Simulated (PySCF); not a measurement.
Correlation energy of Mo(3+) (molybdenum, charge +3)

[Kr] 4d3, high-spin 4F determinant. Computed with PySCF 2.14 in x2c-QZVPPall (13s8p7d3f2g, 111 functions), with scalar relativity by spin-free X2C-1e. Frozen: [Ar] 3d10; 11 electrons correlated.

MP2 pair energies summed by pair of shells (mhartree):

```
 pair   energy  share (%)
4p-4d  -106.04       37.2
4p-4p  -103.77       36.4
4s-4p   -37.53       13.2
4d-4d   -16.11        5.6
4s-4d   -15.42        5.4
4s-4s    -6.54        2.3
```

Total MP2 correlation energy: -285.42 mhartree.

Same-spin part -80.32 and opposite-spin part -205.09 mhartree; SCS-MP2 scales them by 1/3 and 6/5 to -272.89 mhartree.

This basis was not built for core-valence correlation, so the inner-shell part is incomplete.
